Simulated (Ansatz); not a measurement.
The same path of C3H6Si (10 atoms, charge 0, multiplicity 1) was run 3 times with different band settings. The coordinate that changes most is the dihedral H5–Si1–C2–C4.

The calculation used RKS BHLYP-D4/def2-SVP in Ansatz.

Relaxed end points:

```xyz
10
Properties=species:S:1:pos:R:3
Si -0.995 0.979 -0.928
C 0.018 -0.232 0.022
C 0.347 -1.439 0.352
C 1.134 -0.394 1.039
H -1.969 0.271 -1.789
H -1.719 1.862 0.015
H -0.105 1.812 -1.769
H 0.182 -2.499 0.230
H 0.940 -0.163 2.090
H 2.166 -0.198 0.738
```

```xyz
10
Properties=species:S:1:pos:R:3
Si -1.045 1.046 -0.788
C -0.036 -0.166 0.164
C 0.097 -1.112 1.038
C 1.365 -0.703 0.398
H -0.902 0.774 -2.237
H -2.471 0.948 -0.405
H -0.553 2.417 -0.514
H -0.369 -1.769 1.756
H 2.087 -0.095 0.948
H 1.827 -1.340 -0.361
```

Common settings: movable images 7; climbing image yes; optimiser quadratic models (default); start path IDPP; end points relaxed.

| run | spring | force threshold | iteration limit |
| --- | --- | --- | --- |
| 1 | 5.0 eV/Å² | 0.03 eV/Å | 45 |
| 2 | 0.1 eV/Å² | 0.03 eV/Å | 50 |
| 3 | 5.0 eV/Å² | 0.2 eV/Å | 60 |

Q: What does each run give, and how far can it be trusted?

A: Run 1: converged after 5 iterations, highest image 0.044 eV above the first end. A vibrational analysis at the climbing image gives one clearly imaginary mode, 109i cm⁻¹: a first-order saddle point.
Run 2: converged after 5 iterations, highest image 0.044 eV above the first end. Another band between the same ends (7 images) ends at a top of the same energy, where a vibrational analysis finds 1 clearly imaginary mode.
Run 3: converged after 3 iterations, highest image 0.045 eV above the first end. The threshold of 0.2 eV/Å is loose, so the images may lie well off the minimum-energy path. Another band between the same ends (7 images) ends at a top of the same energy, where a vibrational analysis finds 1 clearly imaginary mode.
